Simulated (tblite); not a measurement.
Species: C₈H₈FP.
Numbering: `[CH2:1]=[CH:2][PH:3][c:4]1[cH:5][cH:6][cH:7][c:8]([F:9])[cH:10]1` (hydrogens: H11, H12 on C1; H13 on C2; H14 on P3; H15 on C5; H16 on C6; H17 on C7; H18 on C10)

Structure used (GFN2-xTB), in Å, numbered top down from 1:
```xyz
18
C8H8FP angstrom
C      3.3761    0.4991    0.2750
C      2.3638   -0.3023    0.5616
P      1.4466   -1.2882   -0.6614
C     -0.2044   -0.5612   -0.3333
C     -0.8648   -0.9146    0.8401
C     -2.1207   -0.4101    1.1213
C     -2.7473    0.4426    0.2278
C     -2.0865    0.7715   -0.9413
F     -2.6899    1.5971   -1.8233
C     -0.8265    0.2879   -1.2387
H      3.9207    1.0268    1.0414
H      3.7065    0.6570   -0.7392
H      2.0567   -0.4671    1.5882
H      1.7453   -0.4724   -1.7575
H     -0.3855   -1.5932    1.5322
H     -2.6213   -0.6844    2.0375
H     -3.7293    0.8437    0.4217
H     -0.3482    0.5742   -2.1637
```

Calculated harmonic vibrations of the isolated species, GFN2-xTB (tblite), most abundant isotopes, no scaling. The method is semi-empirical: single wavenumbers can be off by several per cent or more. Modes of hydrogen on phosphorus can be 10 to 20 % off. One conformer, not necessarily the lowest.

Harmonic wavenumbers (cm⁻¹): 26.8, 53.6, 106.1, 194.6, 217.9, 223.7, 319.8, 392.3, 402.0, 406.7, 486.6, 510.5, 570.2, 648.4, 665.6, 700.1, 787.0, 829.5, 847.9, 869.8, 882.1, 889.0, 894.5, 924.5, 988.8, 1003.0, 1017.2, 1100.2, 1116.0, 1174.9, 1213.5, 1240.1, 1249.7, 1321.8, 1398.1, 1419.5, 1450.7, 1579.0, 1587.6, 1656.2, 2268.8, 3024.9, 3066.4, 3084.7, 3087.6, 3091.3, 3108.2, 3112.5.

A = 2204, B = 644.8, C = 577.4 MHz; mass 154.035 u (most abundant isotopes); point group C1, symmetry number 1.

Q: What is the zero-point energy?

A: ½Σν̃ = 28605 cm⁻¹ = 81.78 kcal/mol.

Q: What is S at 200 K and 1 bar for an ideal gas of classical rigid rotors and harmonic oscillators?

A: Translation 39.05, rotation 29.16, vibration 19.08: S = 87.3 cal/(mol K).

Q: And Cp and H(200 K) − H(0)?

A: Cp = 28.03 cal/(mol K), of which vibrations give 20.09 (their classical limit is 48 R = 95.4); H(200 K) − H(0) = 3.56 kcal/mol without the zero-point energy, 1.97 from vibrations.

Q: How do the functions run with temperature in this model?

A: 
| T (K) | S (cal/(mol K)) | Cp (cal/(mol K)) | H − H(0) (kcal/mol) | G − H(0) (kcal/mol) | ln q(vib) |
| --- | --- | --- | --- | --- | --- |
| 100 | 72.0 | 17.6 | 1.29 | -5.91 | 2.18 |
| 300 | 100.8 | 39.3 | 6.93 | -23.31 | 7.15 |
| 500 | 125.5 | 57.9 | 16.77 | -45.99 | 12.30 |
| 800 | 156.7 | 74.3 | 36.87 | -88.50 | 19.80 |
| 1000 | 174.1 | 81.0 | 52.45 | -121.61 | 24.44 |

q(vib) and H(0) count from the zero-point level.

Q: Which modes carry the vibrational entropy at 200 K?

A: 26.8 cm⁻¹: 5.26; 53.6 cm⁻¹: 3.89; 106.1 cm⁻¹: 2.57; 194.6 cm⁻¹: 1.47; 217.9 cm⁻¹: 1.29; 223.7 cm⁻¹: 1.24 cal/(mol K); the other 42 give 3.36 together.

Hindered rotation and anharmonicity are outside this model. Other conformers, if any are populated, would add a mixing term that is left out. The structure is chiral; the term R ln 2 for an equal mix with its mirror image is left out.

Hardware: one thread of an Arm Neoverse V1, on a shared host. Cost: 0.74 s of wall time. This covers the Hessian and the dipole derivatives.
